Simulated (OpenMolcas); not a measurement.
# 5s2 5p along the 49-electron sequence

```
Program             : OpenMolcas 26.06
Method              : MS-CASPT2, IPEA 0.25 Eh, imaginary shift 0.1 Eh
Basis               : ANO-RCC-VQZP
Scalar Hamiltonian  : DKH2, point nucleus
Spin-orbit coupling : RASSI with atomic mean-field integrals over the reference wave functions, term energies averaged over their components
```

Active space for each ion: 3 electrons in 4 orbitals (5s 5p); closed shells correlated by CASPT2: 4d.

Computed levels in cm-1 above 2P* 1/2:

```tsv
Level	Sb2+	Te3+	I4+	Xe5+
2P* 3/2	5690	7980	10600	13710
weight of 2P* in the lowest level (%)	100	100	100	100
```

Measured, with the error of the calculation in %. Measured levels: Sb2+, Te3+ from Moore, Atomic Energy Levels, vol. III, NSRDS-NBS 35 (1971 reprint of NBS Circular 467, 1958); Xe5+ from Saloman, J. Phys. Chem. Ref. Data 33, 765 (2004).

```tsv
Level	Sb2+	Te3+	Xe5+
2P* 3/2	6576 (-13.4)	9223 (-13.5)	15599 (-12.1)
```

The fine-structure level 2P* 3/2 changes by a factor of 2.41 from Sb2+ to Xe5+. Its fourth root runs 8.69, 9.45, 10.15, 10.82, with steps per unit of Z of 0.77, 0.70, 0.67; equal steps would mean a (Z - σ)^4 law with constant σ.

Over all roots computed the reference weight is 0.85 to 0.94 in Sb2+, 0.86 to 0.94 in Te3+, 0.86 to 0.95 in I4+, 0.86 to 0.95 in Xe5+; the roots of lowest weight are the least certain, and an intruder state may touch them. Measured partners are found by configuration, term and J. A level has none where our copy of the source lacks it or the pairing is in doubt (some pairs that miss far off the trend of their configuration count as doubtful), and it then counts in no deviation. Levels of configurations outside the active space are missing.

* marks odd parity.
